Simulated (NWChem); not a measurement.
System: SrO; SMILES [Sr]=[O]

Here is an NWChem input.

```
start job
memory heap 200 mb stack 900 mb global 1100 mb
geometry units angstroms noautosym nocenter noautoz
  Sr     0.000000     0.000000    -0.323726
  O      0.000000     0.000000     1.628569
end
basis spherical bse
  * library x2c-svpall-s
end
relativistic
  zora on
  zora:cutoff 1d-30
end
dft
  xc pbe0
  grid fine
  iterations 150
end
property
  shielding
end
task dft property
```

Output (shortened):

```
             Northwest Computational Chemistry Package (NWChem) 7.3.0
             --------------------------------------------------------

                             Geometry "geometry" -> ""
                             -------------------------

 Output coordinates in angstroms (scale by  1.889725989 to convert to a.u.)

  No.       Tag          Charge          X              Y              Z
 ---- ---------------- ---------- -------------- -------------- --------------
    1 Sr                  38.0000     0.00000000     0.00000000    -0.32372600
    2 O                    8.0000     0.00000000     0.00000000     1.62856900

 Effective nuclear repulsion energy (a.u.)      82.4003973252

                              NWChem Property Module
                              ----------------------

  itol2e modified to match energy
  convergence criterion.

                                 NWChem DFT Module
                                 -----------------

 Summary of "ao basis" -> "ao basis" (spherical)
 ------------------------------------------------------------------------------
       Tag                 Description            Shells   Functions and Types
 ---------------- ------------------------------  ------  ---------------------
 Sr                       x2c-svpall-s              18       56   6s6p5d1f
 O                        x2c-svpall-s               7       17   3s3p1d

  itol2e modified to match energy
  convergence criterion.

            General Information
            -------------------
          SCF calculation type: DFT
          Wavefunction type:  closed shell.
          No. of atoms     :     2
          No. of electrons :    46
           Alpha electrons :    23
            Beta electrons :    23
          Charge           :     0
          Spin multiplicity:     1
          Use of symmetry is: off; symmetry adaption is: off
          Maximum number of iterations: 150
          AO basis - number of functions:    73
                     number of shells:    25
          Convergence on energy requested:  1.00D-07
          Convergence on density requested:  1.00D-05
          Convergence on gradient requested:  5.00D-04

              XC Information
              --------------
                         PBE0 Method XC Functional
                     Hartree-Fock (Exact) Exchange  0.250
          PerdewBurkeErnzerhof Exchange Functional  0.750
            Perdew 1991 LDA Correlation Functional  1.000 local
           PerdewBurkeErnz. Correlation Functional  1.000 non-local

             Grid Information
             ----------------
          Grid used for XC integration:  fine
          Radial quadrature: Mura-Knowles
          Angular quadrature: Lebedev.
          Tag              B.-S. Rad. Rad. Pts. Rad. Cut. Ang. Pts.
          ---              ---------- --------- --------- ---------
          Sr                  2.00      141          12.0       974
          O                   0.60       70           8.0       590
          Grid pruning is: on
          Number of quadrature shells:   211
          Spatial weights used:  Erf1

      Superposition of Atomic Density Guess
      -------------------------------------

 Sum of atomic energies:       -3180.95091929
          Performing ZORA calculations
          ----------------------------

       Generating atomic ZORA corrections
       ----------------------------------

      Superposition of Atomic Density Guess
      -------------------------------------

 Sum of atomic energies:       -3180.95091929

      Non-variational initial energy
      ------------------------------

 Total energy =   -3180.768729
 1-e energy   =   -4584.946779
 2-e energy   =    1321.777653
 HOMO         =      -0.442394
 LUMO         =      -0.149586

   convergence    iter        energy       DeltaE   RMS-Dens  Diis-err
 ---------------- ----- ----------------- --------- --------- ---------
 d= 0,ls=0.0,diis     1  -3273.5170509869 -3.36D+03  5.75D-02  2.20D+02
 d= 0,ls=0.0,diis     2  -3265.6249017826  7.89D+00  7.58D-02  2.13D+01
 d= 0,ls=0.0,diis     3  -3267.1764505931 -1.55D+00  3.12D-02  7.81D+01
 d= 0,ls=0.0,diis     4  -3271.1573998615 -3.98D+00  1.35D-02  3.01D+01
 d= 0,ls=0.0,diis     5  -3272.7559659458 -1.60D+00  1.48D-02  1.31D+01
 d= 0,ls=0.0,diis     6  -3273.9197971923 -1.16D+00  1.51D-02  2.67D+00
 d= 0,ls=0.0,diis     7  -3274.1808745288 -2.61D-01  3.15D-03  4.70D-01
  Resetting Diis
 d= 0,ls=0.0,diis     8  -3274.2239794273 -4.31D-02  7.79D-04  5.14D-02
 d= 0,ls=0.0,diis     9  -3274.2262439962 -2.26D-03  5.03D-03  3.10D-02
 d= 0,ls=0.0,diis    10  -3274.1946592525  3.16D-02  3.66D-03  3.26D-01
 d= 0,ls=0.0,diis    11  -3274.2296667419 -3.50D-02  1.68D-04  2.83D-04
 d= 0,ls=0.0,diis    12  -3274.2297036865 -3.69D-05  2.90D-05  1.15D-05
 d= 0,ls=0.0,diis    13  -3274.2297050838 -1.40D-06  6.16D-06  9.26D-08
 d= 0,ls=0.0,diis    14  -3274.2297050996 -1.58D-08  2.03D-06  8.48D-09

      Commencing ZORA Property Calculations
      -------------------------------------

(nogshift,skip_gshiftAOev,done_Fji)=( 1,F,T)

         Total DFT energy =    -3274.229705099634
      One electron energy =    -4690.331671218957
           Coulomb energy =     1447.978882103796
    Exchange-Corr. energy =     -114.277313309626
 Nuclear repulsion energy =       82.400397325152

       Scaling correction =       25.701410876762

 Numeric. integr. density =       45.999999601557

                       DFT Final Molecular Orbital Analysis
                       ------------------------------------

 Vector   21  Occ=2.000000D+00  E=-1.767409D-01
              MO Center= -1.5D-09,  1.5D-09,  1.4D+00, r^2= 1.4D+00
   Bfn.  Coefficient  Atom+Function         Bfn.  Coefficient  Atom+Function
  ----- ------------  ---------------      ----- ------------  ---------------
    67      0.310490  2 O  py                66     -0.292301  2 O  px
    64      0.290329  2 O  py                63     -0.273321  2 O  px
    61      0.155082  2 O  py                60     -0.145997  2 O  px
    41      0.124523  1 Sr d -1              43      0.117228  1 Sr d  1
    36      0.103452  1 Sr d -1              38      0.097391  1 Sr d  1

 Vector   22  Occ=2.000000D+00  E=-1.767409D-01
              MO Center= -4.5D-11,  2.2D-10,  1.4D+00, r^2= 1.4D+00
   Bfn.  Coefficient  Atom+Function         Bfn.  Coefficient  Atom+Function
  ----- ------------  ---------------      ----- ------------  ---------------
    66      0.310490  2 O  px                67      0.292301  2 O  py
    63      0.290329  2 O  px                64      0.273321  2 O  py
    60      0.155082  2 O  px                61      0.145997  2 O  py
    43     -0.124523  1 Sr d  1              41      0.117228  1 Sr d -1
    38     -0.103452  1 Sr d  1              36      0.097391  1 Sr d -1

 Vector   23  Occ=2.000000D+00  E=-1.667984D-01
              MO Center=  9.1D-10,  8.5D-11,  1.2D+00, r^2= 2.2D+00
   Bfn.  Coefficient  Atom+Function         Bfn.  Coefficient  Atom+Function
  ----- ------------  ---------------      ----- ------------  ---------------
    68      0.424161  2 O  pz                65      0.408173  2 O  pz
     5     -0.280045  1 Sr s                  4      0.246014  1 Sr s
    62      0.216570  2 O  pz                37     -0.207921  1 Sr d  0
    24      0.196488  1 Sr pz                21      0.173708  1 Sr pz
    42     -0.140169  1 Sr d  0               6      0.105324  1 Sr s

 Vector   24  Occ=0.000000D+00  E=-6.507818D-02
              MO Center=  1.6D-08,  9.5D-09, -1.2D+00, r^2= 7.5D+00
   Bfn.  Coefficient  Atom+Function         Bfn.  Coefficient  Atom+Function
  ----- ------------  ---------------      ----- ------------  ---------------
     5      0.513635  1 Sr s                  6      0.512572  1 Sr s
     4     -0.379842  1 Sr s                 24     -0.370770  1 Sr pz
    21      0.208189  1 Sr pz                68      0.092942  2 O  pz
    37     -0.084924  1 Sr d  0              65      0.080801  2 O  pz
    42     -0.077219  1 Sr d  0               3      0.076817  1 Sr s

 Vector   25  Occ=0.000000D+00  E= 3.127270D-03
              MO Center=  1.2D-08,  2.0D-08, -1.3D+00, r^2= 7.0D+00
   Bfn.  Coefficient  Atom+Function         Bfn.  Coefficient  Atom+Function
  ----- ------------  ---------------      ----- ------------  ---------------
    23      0.884078  1 Sr py                46     -0.336850  1 Sr d -1
    20     -0.319190  1 Sr py                41     -0.192412  1 Sr d -1
    22      0.112547  1 Sr px                36     -0.110556  1 Sr d -1
    17      0.094691  1 Sr py                26      0.044466  1 Sr d -1
    48      0.042882  1 Sr d  1              19     -0.040634  1 Sr px

 Vector   26  Occ=0.000000D+00  E= 3.127271D-03
              MO Center=  8.8D-09,  1.1D-08, -1.3D+00, r^2= 7.0D+00
   Bfn.  Coefficient  Atom+Function         Bfn.  Coefficient  Atom+Function
  ----- ------------  ---------------      ----- ------------  ---------------
    22      0.884078  1 Sr px                48      0.336850  1 Sr d  1
    19     -0.319190  1 Sr px                43      0.192412  1 Sr d  1
    23     -0.112547  1 Sr py                38      0.110556  1 Sr d  1
    16      0.094691  1 Sr px                28     -0.044466  1 Sr d  1
    46      0.042882  1 Sr d -1              20      0.040634  1 Sr py

     Multipole analysis of the density
     ---------------------------------

     L   x y z        total         alpha         beta         nuclear
     -   - - -        -----         -----         ----         -------
     0   0 0 0     -0.000000    -23.000000    -23.000000     46.000000

     1   1 0 0     -0.000000     -0.000000     -0.000000      0.000000
     1   0 1 0     -0.000000     -0.000000     -0.000000      0.000000
     1   0 0 1     -3.455334     -2.414549     -2.414549      1.373763

     2   2 0 0    -17.764793     -8.882396     -8.882396      0.000000
     2   1 1 0      0.000000      0.000000      0.000000      0.000000
     2   1 0 1      0.000000      0.000000      0.000000      0.000000
     2   0 2 0    -17.764793     -8.882396     -8.882396      0.000000
     2   0 1 1     -0.000000     -0.000000     -0.000000      0.000000
     2   0 0 2    -28.898722    -59.445200    -59.445200     89.991677

            Scalar ZORA NMR Shielding
            -------------------------

          -----------------------------------------
          Chemical Shielding Tensors (GIAO, in ppm)
          -----------------------------------------

                                NWChem CPHF Module
                                ------------------

  scftype          =     RHF
  nclosed          =       23
  nopen            =        0
  variables        =     1150
  # of vectors     =        3
  tolerance        = 0.10D-03
  level shift      = 0.00D+00
  max iterations   =       50
  max subspace     =       30

 SCF residual:    7.0089383864588241E-005

Iterative solution of linear equations
  No. of variables     1150
  No. of equations        3
  Maximum subspace       30
        Iterations       50
       Convergence  1.0D-04

   iter   nsub   residual    time
   ----  ------  --------  ---------
     1      3    1.04D+00      74.5
     2      6    5.29D-02      79.6
     3      9    3.21D-03      85.6
     4     12    1.93D-04      91.0
     5     15    1.29D-05      96.7

      Atom:    1  Sr
        Diamagnetic
   3476.3194      0.0000      0.0000
      0.0000   3476.3194     -0.0000
      0.0000     -0.0000   3478.6631

        Paramagnetic
   -344.8277      0.0000      0.0001
      0.0000   -344.8277     -0.0001
      0.0001     -0.0001     18.4276

        Total Shielding Tensor
   3131.4917      0.0000      0.0001
      0.0000   3131.4917     -0.0001
      0.0001     -0.0001   3497.0907

           isotropic =    3253.3580
          anisotropy =     365.5991

          Principal Components and Axis System
                 1           2           3
             3497.0907   3131.4917   3131.4917

      1         0.0000      0.3988      0.9170
      2        -0.0000      0.9170     -0.3988
      3         1.0000      0.0000     -0.0000

      Atom:    2  O
        Diamagnetic
    393.3132     -0.0000      0.0000
     -0.0000    393.3132     -0.0000
      0.0000     -0.0000    416.2575

        Paramagnetic
  -1499.3086      0.0000     -0.0000
      0.0000  -1499.3087      0.0000
     -0.0000      0.0000      0.0863

        Total Shielding Tensor
  -1105.9955      0.0000     -0.0000
      0.0000  -1105.9955      0.0000
     -0.0000      0.0000    416.3438

           isotropic =    -598.5491
          anisotropy =    -761.1697

          Principal Components and Axis System
                 1           2           3
            -1105.9955  -1105.9955    416.3438

      1        -0.1789      0.9839     -0.0000
      2         0.9839      0.1789      0.0000
      3        -0.0000      0.0000      1.0000
```

Level: PBE0/x2c-SVPall-s, scalar ZORA without spin-orbit coupling, GIAO. Structure relaxed at the PBE0/def2-SVP (def2 core potentials past Kr) level. The printed shielding anisotropy is the first printed principal value minus the mean of the other two.
